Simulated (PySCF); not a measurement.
Compound: C₄H₄FNSi.
Numbering: `[N:1]#[C:2][C:3]1=[CH:4][C@H:5]([F:6])[SiH2:7]1` (hydrogens: H8 on C4; H9 on C5; H10, H11 on Si7)

Computed by this run: PBE0-D3(BJ)/def2-SVP geometry optimisation, gas phase in PySCF 2.14.0; density fitting, grid level 1; the optimiser is geomeTRIC in internal coordinates, started from a GFN2-xTB structure with every atom displaced at random (about 0.01 Å).

Step 2: E = -16274.1980 eV
```
atom  x, y, z in Å  |  force x, y, z in eV/Å
N1      3.3909   -0.6212    0.6583   -0.043  -0.216  -0.021
C2      2.2624   -0.4682    0.4333   -0.133   0.498  -0.022
C3      0.8942   -0.1967    0.1665   -0.165  -0.270  -0.045
C4      0.2593    0.9995    0.0845    0.208   0.208   0.044
C5     -1.1702    0.7495   -0.3168   -0.072  -0.094   0.165
F6     -2.0846    1.2638    0.5758    0.114  -0.042  -0.089
Si7    -0.7159   -1.1215   -0.1696    0.044   0.066  -0.075
H8      0.6924    1.9920    0.2621    0.031   0.044   0.034
H9     -1.4137    1.1437   -1.3200    0.065  -0.049  -0.004
H10    -0.7728   -1.9590   -1.4019   -0.032  -0.095   0.035
H11    -1.3039   -1.8079    1.0115   -0.017  -0.050  -0.021
```

Step 3: E = -16274.2149 eV
```
atom  x, y, z in Å  |  force x, y, z in eV/Å
N1      3.3720   -0.6590    0.6403   -0.074  -0.082  -0.022
C2      2.2508   -0.4471    0.4244    0.117   0.164   0.019
C3      0.8858   -0.1808    0.1644   -0.053  -0.053   0.009
C4      0.2571    1.0194    0.0953    0.127   0.013  -0.026
C5     -1.1668    0.7506   -0.3147   -0.053   0.066   0.120
F6     -2.0849    1.2595    0.5712   -0.035   0.021  -0.088
Si7    -0.7141   -1.1145   -0.1700    0.062  -0.166  -0.069
H8      0.6927    2.0118    0.2803   -0.042  -0.032   0.011
H9     -1.3963    1.1297   -1.3265   -0.018   0.026   0.007
H10    -0.7596   -1.9810   -1.3892   -0.035   0.021   0.073
H11    -1.2984   -1.8148    1.0084    0.003   0.021  -0.033
```

Q: Estimate the geometry and energy of step 4. (The exact step hangs on the optimiser's Hessian estimate; all steps are aligned on step 3, rigid shifts and turns removed.)

A: E = -16274.2195 eV, largest force 0.089 eV/Å
```
atom  x, y, z in Å  |  force x, y, z in eV/Å
N1      3.3695   -0.6814    0.6286   -0.005  -0.019  -0.004
C2      2.2541   -0.4358    0.4203    0.053   0.018   0.002
C3      0.8876   -0.1741    0.1652   -0.046   0.022   0.005
C4      0.2560    1.0248    0.1014    0.024  -0.023  -0.017
C5     -1.1676    0.7532   -0.3134   -0.009   0.013   0.063
F6     -2.0967    1.2631    0.5580   -0.020   0.017  -0.035
Si7    -0.7085   -1.1156   -0.1690    0.039  -0.067  -0.045
H8      0.6867    2.0171    0.2931   -0.024  -0.008   0.010
H9     -1.3908    1.1298   -1.3278    0.002   0.011  -0.004
H10    -0.7575   -1.9906   -1.3787   -0.020   0.015   0.019
H11    -1.2947   -1.8165    1.0062    0.005   0.021   0.006
```

The energy changes by -0.0045 eV. The first-order estimate −F·Δx gives -0.0069 eV and the mean of the old and new forces, exact on a quadratic surface, -0.0045 eV. The step makes an angle of 65° with the force vector and moves no atom by more than 0.025 Å.

What follows is the cost of the whole optimisation. Time: 54 s of wall time; peak memory 0.52 GiB. Hardware: an Arm Neoverse V1 with one thread, no GPU, on a shared host.
